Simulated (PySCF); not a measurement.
C₃H₉NOSi.
Atom-mapped SMILES: `[OH:1][Si@H:2]1[CH2:3][CH2:4][CH2:5][NH:6]1`

Geometry (PBE0-D3(BJ)/def2-SVP, Å), atoms numbered from 1 in this order:
```xyz
15
C3H9NOSi angstrom
O      2.3452   -1.1925   -0.0359
Si     0.9070   -0.8892    0.7549
C      0.3150    0.8999    0.8150
C     -0.7127    0.9568   -0.3243
C     -1.4738   -0.3713   -0.3540
N     -0.4949   -1.4163   -0.1137
H      2.3388   -0.9896   -0.9765
H      1.1398   -1.5283    2.0793
H      1.1109    1.6530    0.7156
H     -0.1750    1.0731    1.7897
H     -0.1856    1.0811   -1.2866
H     -1.4080    1.8062   -0.2303
H     -1.9788   -0.5047   -1.3272
H     -2.2730   -0.3583    0.4167
H     -0.8152   -2.3700   -0.2184
```

Probes without a nucleus sit at each ring's centroid and 1 Å off its mean plane on both sides; NICS is minus the shielding there, NICSzz its component along the normal. Level: GIAO PBE/pcSseg-2 (PySCF, non-relativistic, gas phase) on the PBE0-D3(BJ)/def2-SVP geometry, one conformer.

Ring bond lengths (Å): Si2–C3 1.886, C3–C4 1.535, C4–C5 1.531, C5–N6 1.452, N6–Si2 1.731.

Question: Give the NICS values of each ring in ppm.

Answer: 
| ring | type | NICS(0) | NICS(1), two faces | NICS(1)zz, two faces | rms pucker (Å) | centre to ring atoms, mean (Å) |
| --- | --- | --- | --- | --- | --- | --- |
| Si2–C3–C4–C5–N6 | 5-membered ring with N and Si; formal bonds all single | -6.5 | -3.1 / -3.4 | -3.7 / -2.6 | 0.17 | 1.36 |

Question: What can be read from them?

Answer: 
- Si2–C3–C4–C5–N6: mean NICS(1)zz -3.1 ppm, shielded. Si2, C3, C4, C5 have four or more neighbours, so the value isn't read as a sign of a π ring current.

Question: How do the values depend on the level or the medium?

Answer: 
```
                                   level  NICS(0), Si2–C3–C4–C5–N6  mean NICS(1)zz, Si2–C3–C4–C5–N6
                       PBE/pcSseg-2, gas                      -6.5                             -3.1
                      PBE0/pcSseg-1, gas                      -6.8                             -3.4
PBE0/pcSseg-1, IEF-PCM dimethylsulfoxide                      -6.7                             -3.4
  PBE0/pcSseg-1, IEF-PCM tetrahydrofuran                      -6.7                             -3.4
```

The geometry is the same throughout; the continuum's cavity takes Bondi-type radii × 1.2.
